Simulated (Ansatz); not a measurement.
A set of 12 reactions (atomization), with CCSD(T)/CBS values in kJ/mol:

```
                                              reaction      ΔE
                           `C#CBCC` → B• + 4 C• + 7 H•  4948.2
  `ClC1C[CH2][AlH][O]1` → Al• + 3 C• + Cl• + 6 H• + O•  4588.3
                     `C1COCN1` → 3 C• + 7 H• + N• + O•  4719.3
  `[Cl][Sn]([Cl])([Cl])[SeH]` → 3 Cl• + H• + Se• + Sn•  1590.8
                         `CCC(C)=N` → 4 C• + 9 H• + N•  5572.5
                        `CC1(F)CC1` → 4 C• + F• + 7 H•  4846.1
    `Cl[SiH]1N[SiH2]P1` → Cl• + 5 H• + N• + P• + 2 Si•  3246.1
                  `FC(F)=CC(F)(F)F` → 3 C• + 5 F• + H•  3844.4
`PB1C[N]1[ZnH]` → B• + C• + 5 H• + N• + P• + Zn (atom)  3177.5
       `OP/N=C/CCl` → 2 C• + Cl• + 5 H• + N• + O• + P•  4016.1
                    `CC(O)Br` → Br• + 2 C• + 5 H• + O•  3286.3
 `C[NH][Ga]([NH2])[Cl]` → C• + Cl• + Ga• + 6 H• + 2 N•  3757.3
```

Isolated molecules relaxed with PBE0-D4/def2-TZVP in Ansatz; ΔE leaves out vibrations. CBS: MP2 limit from def2 TZ/QZ plus the TZ coupled-cluster correction, frozen cores. This one scheme is used for every species, atoms too. For atomizations the MP2-based limit and the directly extrapolated one differ by several kJ/mol either way, and by 10 to 25 for some Ge, Se and Sn compounds, so smaller differences from it don't rank the levels. DFT in def2-TZVPP. HSE06 is defined as in plane-wave codes. No spin–orbit coupling; open shells (•) take unrestricted orbitals. Spin–orbit coupling would lower the free atoms: a little for Al, B, C, Cl, F, O, Si; clearly for Br, Ga, Se; strongly for Sn. Elements past krypton have def2 core potentials. Bonds to Br, Ga, Se, Sn, Zn are less sure, by a few kJ/mol each and by 10 to 20 or more in all where they break to atoms, as the def2 sets lack core-valence functions. Scalar relativity is left out up to krypton. One conformer a species, not always the lowest.

**Question.** Give the mean, mean absolute and largest difference (level minus CCSD(T)/CBS, kJ/mol) for: revPBE-D4, BLYP-D4, r2SCAN-D4, r2SCANh-D4, ωB97X-V, HSE06, BHLYP, CAM-B3LYP, CCSD(T)/def2-SVP, HF/def2-TZVPP, MP2/def2-TZVPP, SCS-MP2/def2-QZVPP, HF/CBS(def2), CCSD/CBS(def2). (An estimate is asked.)

**Answer.** Ansatz gave: 
```json
{"level": "revPBE-D4", "mean": "1.7", "mean absolute": "29.3", "largest": "62.5"}
{"level": "BLYP-D4", "mean": "-1.2", "mean absolute": "29.0", "largest": "-68.9"}
{"level": "r2SCAN-D4", "mean": "17.0", "mean absolute": "22.3", "largest": "58.5"}
{"level": "r2SCANh-D4", "mean": "-11.4", "mean absolute": "20.1", "largest": "-46.6"}
{"level": "ωB97X-V", "mean": "21.1", "mean absolute": "24.9", "largest": "70.8"}
{"level": "HSE06", "mean": "11.8", "mean absolute": "32.2", "largest": "52.6"}
{"level": "BHLYP", "mean": "-158.8", "mean absolute": "158.8", "largest": "-256.2"}
{"level": "CAM-B3LYP", "mean": "-2.5", "mean absolute": "28.4", "largest": "-96.6"}
{"level": "CCSD(T)/def2-SVP", "mean": "-225.6", "mean absolute": "225.6", "largest": "-333.3"}
{"level": "HF/def2-TZVPP", "mean": "-1141.2", "mean absolute": "1141.2", "largest": "-1468.9"}
{"level": "MP2/def2-TZVPP", "mean": "-29.4", "mean absolute": "44.0", "largest": "87.4"}
{"level": "SCS-MP2/def2-QZVPP", "mean": "13.9", "mean absolute": "18.4", "largest": "33.3"}
{"level": "HF/CBS(def2)", "mean": "-1134.4", "mean absolute": "1134.4", "largest": "-1462.1"}
{"level": "CCSD/CBS(def2)", "mean": "-68.3", "mean absolute": "68.3", "largest": "-94.3"}
```

The largest T1 diagnostic in the set is 0.018, for Al• (customary mark 0.045).

CCSD(T)/CBS is a level of theory with its own doubt, and the functionals carry their triple-zeta basis error, so these figures describe this set and don't rank the functionals.
